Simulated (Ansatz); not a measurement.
Species: CH$_{6}$NSi (charge 0, doublet). It need not be the lowest isomer of its formula. SMILES: [SiH3]N[CH2]
Coordinates optimised at B3LYP-D3(BJ)/def2-TZVP (Ansatz, a program for electronic structure):
```xyz
9

C     -1.4140     0.9755    -0.2809
N     -0.5255    -0.0542    -0.5470
Si     0.8987    -0.4193     0.3739
H     -2.3020     1.0699    -0.8850
H     -1.3572     1.4624     0.6805
H     -0.6700    -0.5302    -1.4231
H      1.8928     0.6827     0.3429
H      0.5354    -0.6512     1.7922
H      1.4816    -1.6379    -0.2282
```
Charge 0, spin multiplicity 2.

Wanted: atomisation energy (electronic, to ground-state atoms), in eV. Correlated levels leave the core frozen unless marked. UHF or UKS for open shells. Spin-orbit coupling is left out. No relativistic terms. The coupled-cluster limit lacks core correlation, which all-electron functionals hold. Basis-set limits of correlation are two-point, X^-3; Hartree-Fock from the larger set.

```json
[
 {"level": "revPBE/def2-TZVPD", "program": "Ansatz", "atomisation energy (eV)": "29.79"}
]
```

Estimate the value at CCSD(T)/CBS(aug-cc-pV(T+d)Z,aug-cc-pV(Q+d)Z) as computed with Ansatz.

30.51 eV
